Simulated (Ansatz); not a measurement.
One change: `ClB(Br)Br` becomes `[Cl][In]([Br])[Br]`.

Ansatz, PBE0-D4/def2-TZVP geometries, multiplicity 1. 

Elements past krypton have def2 core potentials. Scalar relativity is left out up to krypton.

| property | `ClB(Br)Br` |
| --- | --- |
| HOMO–LUMO gap (ωB97M-V/def2-TZVPP) / eV | 10.75 |
| HOMO energy (PBE0/def2-TZVPP) / eV | -8.45 |
| HOMO energy (PBE/def2-TZVPP) / eV | -7.13 |
| HOMO–LUMO gap (PBE/def2-TZVPP) / eV | 4.31 |
| HOMO energy (ωB97M-V/def2-TZVPP) / eV | -10.65 |
| HOMO–LUMO gap (B3LYP/def2-TZVPP) / eV | 6.05 |

Q: Give the same properties after the change, and the shifts. (An estimate is asked.)

A: The calculation gave: 
```json
{"property": "HOMO–LUMO gap (ωB97M-V/def2-TZVPP) / eV", "`[Cl][In]([Br])[Br]`": "10.02", "shift": "-0.73"}
{"property": "HOMO energy (PBE0/def2-TZVPP) / eV", "`[Cl][In]([Br])[Br]`": "-8.85", "shift": "-0.40"}
{"property": "HOMO energy (PBE/def2-TZVPP) / eV", "`[Cl][In]([Br])[Br]`": "-7.55", "shift": "-0.42"}
{"property": "HOMO–LUMO gap (PBE/def2-TZVPP) / eV", "`[Cl][In]([Br])[Br]`": "3.77", "shift": "-0.54"}
{"property": "HOMO energy (ωB97M-V/def2-TZVPP) / eV", "`[Cl][In]([Br])[Br]`": "-11.05", "shift": "-0.40"}
{"property": "HOMO–LUMO gap (B3LYP/def2-TZVPP) / eV", "`[Cl][In]([Br])[Br]`": "5.32", "shift": "-0.73"}
```

With PBE0 the HOMO falls by 0.40 eV and the LUMO falls by 0.98 eV, so the gap narrows by about 0.58 eV. PBE moves the HOMO by -0.42 eV and ωB97M-V by -0.40 eV.

B3LYP here is the variant with VWN-RPA as its local correlation; programs differ in this.

Spin–orbit coupling is left out; it splits and shifts lone-pair levels of the heavy atoms by tenths of an eV.
